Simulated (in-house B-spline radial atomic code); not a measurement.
Configurations of the praseodymium ion Pr⁶⁺, with energies counted from [Kr] 4d10 4f1 5s2 5p4. Method: Dirac-Hartree-Fock, average of configuration, Fermi nucleus of rms radius 4.8919 fm. Calculated with a B-spline radial code for spherical atoms. Energies include first-order Breit, QED and recoil terms.

Occupations are held fixed; configurations that lie above the ionisation limit could autoionise.

```
            configuration  E - E(ref) (eV)  highest orbital  its <r> (bohr)
    [Kr] 4d10 4f2 5s2 5p3           12.207            4f7/2          0.9114
    [Kr] 4d10 5s2 5p4 6f1           63.248            6f7/2           4.795
    [Kr] 4d10 5s2 5p4 8s1           66.958            8s1/2           6.651
[Kr] 4d10 4f1 5s2 5p3 5g1            67.64            5g7/2           3.788
[Kr] 4d10 4f1 5s2 5p3 7d1           71.296            7d5/2           5.777
[Kr] 4d10 4f1 5s2 5p3 8s1           73.198            8s1/2           6.695
[Kr] 4d10 4f1 5s2 5p3 6g1           75.833            6g7/2           6.074
[Kr] 4d10 4f1 5s2 5p3 8d1           78.176            8d5/2           8.304
    [Kr] 4d10 5s2 5p4 9f1           78.549            9f7/2           13.36
```

Problem. Order these further configurations by energy, lowest first.
A. [Kr] 4d9 4f1 5s2 5p4 8g1
B. [Kr] 4d10 4f1 5s2 5p3 9g1
C. [Kr] 4d10 5s2 5p4 5f1
D. [Kr] 4d10 5s2 5p5
E. [Kr] 4d10 4f1 5s2 5p3 6s1

Solution. D (-8.4853 eV), E (40.938 eV), C (49.156 eV), B (86.327 eV), A (195.67 eV).

Problem. How far above the reference does [Kr] 4d10 4f1 5s2 5p3 9s1 lie?

Solution. 79.282 eV; its least bound orbital is 9s1/2 with <r> = 9.306 bohr.

Problem. How far above the reference does [Kr] 4d10 5s2 5p4 8f1 lie?

Solution. 75.524 eV; its least bound orbital is 8f7/2 with <r> = 10.08 bohr.

Problem. How far above the reference does [Kr] 4d10 5s2 5p4 7f1 lie?

Solution. 70.891 eV; its least bound orbital is 7f7/2 with <r> = 7.229 bohr.

Problem. Is the reference the lowest configuration at this level of theory?

Solution. No: [Kr] 4d10 5s2 5p5 lies 8.485 eV lower. Averages of configurations without correlation can order differently from the measured ground levels.
